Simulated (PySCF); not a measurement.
N-methylmethanimine cation (C2H5N), SMILES C=NC (connectivity only; charge and spin as stated), charge +1, multiplicity 2. Atoms are numbered in the order given.

```xyz
8

C      0.0478     1.2597     0.0000
N     -0.2080    -0.1142     0.0000
C      0.0663    -1.3122     0.0000
H     -0.3758     1.7092    -0.9017
H     -0.3758     1.7092     0.9017
H      1.1419     1.4043     0.0000
H      1.1148    -1.6472     0.0000
H     -0.7337    -2.0613     0.0000
```
Charge +1, spin multiplicity 2.

Coordinates come from a PBE0-D3(BJ)/def2-TZVP optimisation. The multiplicity is an assumed one; other spin states were not compared.

These are PySCF with B3LYP/pcH-1 values and carry that method's errors.

Unrestricted Kohn–Sham, ⟨S²⟩ = 0.759. Hyperfine tensors hold the contact and dipolar terms, without spin-orbit corrections.

**Question.** Estimate the hyperfine couplings. (Estimate from the structure and the level; the computed values follow.)

**Answer.** 
```csv
nucleus,A(iso) (MHz),A(iso) (G),dipolar principal values (MHz)
13C no. 1,-18.0,-6.4,"-7.5, -4.5, 12.0"
14N no. 2,64.5,23.0,"-44.0, -34.1, 78.1"
13C no. 3,-53.1,-19.0,"-20.1, 4.1, 16.0"
1H no. 4,45.8,16.3,"-6.8, -6.1, 12.9"
1H no. 5,45.8,16.3,"-6.8, -6.1, 12.9"
1H no. 6,245.8,87.7,"-8.2, -2.0, 10.2"
1H no. 7,267.0,95.3,"-6.5, -1.9, 8.4"
1H no. 8,207.1,73.9,"-7.6, -5.1, 12.7"
```

**Question.** And the g tensor (effective nuclear charges for spin-orbit coupling, GIAO)? (The exact figures need the calculation; the answer reports its results.)

**Answer.** principal values 2.0015, 2.0022, 2.0042; isotropic 2.0027.
